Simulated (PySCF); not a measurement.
CH₄FNOSi₂, SMILES F[Si@H]1N=CO[SiH2]1. The structure is a stationary point at r2SCAN-D4/def2-SVP. The structure was generated by enumeration; whether it is a known compound was not checked.

The numbers are results of r2SCAN-D4/def2-SVP (PySCF), not measurements.

Harmonic wavenumbers (cm⁻¹): 112, 159, 253, 351, 390, 429, 490, 649, 694, 704, 719, 732, 833, 866, 909, 935, 999, 1167, 1376, 1665, 2239, 2252, 2269, 3116. Rotational constants (GHz): 3.757, 2.094, 1.526; symmetry number 1.

**Question.** Work out the zero-point energy and the ideal-gas rigid-rotor harmonic-oscillator thermochemistry at 298.15 K and 1 atm.

**Answer.** ZPE = ½ Σ hcν = ½ × 24307 cm⁻¹ = 34.75 kcal/mol. H − E(el) = 39.55 kcal/mol. Entropy in cal/(mol K): translation 40.29, rotation 27.68, vibration 13.52, total 81.50. G − E(el) = 15.26 kcal/mol. Cp = 26.30 cal/(mol K). Modes under 150 cm⁻¹ make the vibrational entropy uncertain.
